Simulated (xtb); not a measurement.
A run for xtb: GFN2-xTB on AlW, 2S+1 = 6, a spin state set in the input, which need not be the lowest, a point of a bond scan (R = 2.447 Å).

```
$ xtb mol.xyz --gfn 2 --sp --chrg 0 --uhf 5
2

W      0.00000000     0.00000000     0.00000000
Al     0.00000000     0.00000000     2.44723000
```

The head of its log:

```
[...]
           -------------------------------------------------
          |                Calculation Setup                |
           -------------------------------------------------



           -------------------------------------------------
          |                 G F N 2 - x T B                 |
           -------------------------------------------------

        Reference                      10.1021/acs.jctc.8b01176
      * Hamiltonian:
        H0-scaling (s, p, d)           1.850000    2.230000    2.230000
        zeta-weighting                 0.500000
      * Dispersion:
        s8                             2.700000
        a1                             0.520000
        a2                             5.000000
        s9                             5.000000
      * Repulsion:
        kExp                           1.500000    1.000000
        rExp                           1.000000
      * Coulomb:
        alpha                          2.000000
        third order                    shell-resolved
        anisotropic                    true
        a3                             3.000000
        a5                             4.000000
        cn-shift                       1.200000
        cn-exp                         4.000000
        max-rad                        5.000000


          ...................................................
          :                      SETUP                      :
          :.................................................:
          :  # basis functions                  20          :
          :  # atomic orbitals                  18          :
          :  # shells                            6          :
          :  # electrons                         9          :
          :  max. iterations                   250          :
          :  Hamiltonian                  GFN2-xTB          :
          :  restarted?                      false          :
          :  GBSA solvation                  false          :
          :  PC potential                    false          :
          :  electronic temp.          300.0000000     K    :
          :  accuracy                    1.0000000          :
          :  -> integral cutoff          0.2500000E+02      :
          :  -> integral neglect         0.1000000E-07      :
          :  -> SCF convergence          0.1000000E-05 Eh   :
          :  -> wf. convergence          0.1000000E-03 e    :
          :  Broyden damping             0.4000000          :
          :  net charge                          0          :
          :  unpaired electrons                  5          :
          ...................................................

 iter      E             dE          RMSdq      gap      omega  full diag
   1     -2.0051677 -0.200517E+01  0.485E+01    2.70       0.0  T
   2      6.4923463  0.849751E+01  0.184E+02    1.57       1.0  T
```

Task: Give the final energy of this run.

Result: -3.3554 hartree.
